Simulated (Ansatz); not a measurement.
CH$_{8}$GaNO$_{3}$, SMILES `C[NH2+][Ga-]([OH])([OH])[OH]`, one more setting.

```yaml
crystal:
  periodic: [false, false, false]
  atoms:
    - {symbol: C, position_ang: [0.097696, -1.673389, 0.849016]}
    - {symbol: N, position_ang: [0.903682, -0.561316, 0.325392]}
    - {symbol: Ga, position_ang: [-0.260439, 0.947663, -0.492783]}
    - {symbol: O, position_ang: [-0.930603, 1.626736, 1.047564]}
    - {symbol: O, position_ang: [1.027450, 1.886278, -1.352240]}
    - {symbol: O, position_ang: [-1.380715, -0.045466, -1.513934]}
    - {symbol: H, position_ang: [0.716389, -2.478279, 1.251138]}
    - {symbol: H, position_ang: [-0.530737, -2.051878, 0.043918]}
    - {symbol: H, position_ang: [-0.549821, -1.285874, 1.634848]}
    - {symbol: H, position_ang: [1.547195, -0.878476, -0.392274]}
    - {symbol: H, position_ang: [1.464073, -0.143217, 1.060962]}
    - {symbol: H, position_ang: [-1.888440, 1.654627, 1.053612]}
    - {symbol: H, position_ang: [1.093974, 2.791030, -1.043313]}
    - {symbol: H, position_ang: [-1.322506, 0.182259, -2.443108]}
basis:
  gaussian: {orbitals: STO-3G, nuclear_model: gaussian}
magnetization: {spin_polarized: false, initial_magnetization: 2}
hamiltonian: {xc: {name: BHLYP}}
output: {forces: true}
```

```sh
$ ansatz run in.yaml --threads 4 --pin off --events-out ev --progress --plain --max-ram 11315MiB
```

Shortened log:

```
Functional definition: BHLYP
660 factors; integrals over basis functions are off by at most 4.7e-5 eV
mean field evaluation 1: about -60359.5415 eV, gradient 1.6e2 eV
mean field evaluation 2: about -60359.7269 eV, gradient 1.6e2 eV
mean field evaluation 4: about -60425.2549 eV, gradient 4.6e1 eV
mean field evaluation 8: about -60428.1601 eV, gradient 3.0e1 eV
mean field evaluation 16: about -60436.4840 eV, gradient 3.3e0 eV
mean field evaluation 32: about -60436.5319 eV, gradient 3.7e-4 eV
mean field -60436.53190808 eV, -2221.0015822692 hartree, gradient 8.2e-8 eV, S^2 2.000000; 7 other end points of the search recorded, 0 dependent functions left out
reference -60436.53206621 eV, -2221.0015880804 hartree; 39, 37 occupied and 12, 14 virtual orbitals, 660 factors
Total energy: -60436.53206621 eV, -2221.0015880804 hartree
Atom 0 at     0.097696    -1.673389     0.849016 Å, force    -0.542860    -1.054603     0.554325 eV/Å
Atom 1 at     0.903682    -0.561316     0.325392 Å, force    -0.597896     0.320845    -0.153623 eV/Å
Atom 2 at    -0.260439     0.947663    -0.492783 Å, force    -1.929770     2.862241    -1.136524 eV/Å
Atom 3 at    -0.930603     1.626736     1.047564 Å, force     3.258222    -0.633799     0.910609 eV/Å
Atom 4 at     1.027450     1.886278    -1.352240 Å, force     0.770145    -3.302124    -1.331496 eV/Å
Atom 5 at    -1.380715    -0.045466    -1.513934 Å, force    -0.133899    -1.600610     2.869441 eV/Å
Atom 6 at     0.716389    -2.478279     1.251138 Å, force     0.117790    -0.125373     0.037621 eV/Å
Atom 7 at    -0.530737    -2.051878     0.043918 Å, force    -0.111272    -0.060776    -0.214867 eV/Å
Atom 8 at    -0.549821    -1.285874     1.634848 Å, force    -0.092430     0.090399     0.152686 eV/Å
Atom 9 at     1.547195    -0.878476    -0.392274 Å, force     1.006427    -0.599286    -0.993646 eV/Å
Atom 10 at     1.464073    -0.143217     1.060962 Å, force     0.889477     0.476686     1.152585 eV/Å
Atom 11 at    -1.888440     1.654627     1.053612 Å, force    -2.870441     0.100823    -0.288737 eV/Å
Atom 12 at     1.093974     2.791030    -1.043313 Å, force    -0.121657     2.704485     1.154778 eV/Å
Atom 13 at    -1.322506     0.182259    -2.443108 Å, force     0.358163     0.821091    -2.713154 eV/Å
Dipole moment:     0.531929    -0.756623     0.420098 e Å
```

It took 17 s on 4 threads of an Arm Neoverse V2 on a shared host, with 0.65 GiB of host memory at the peak.
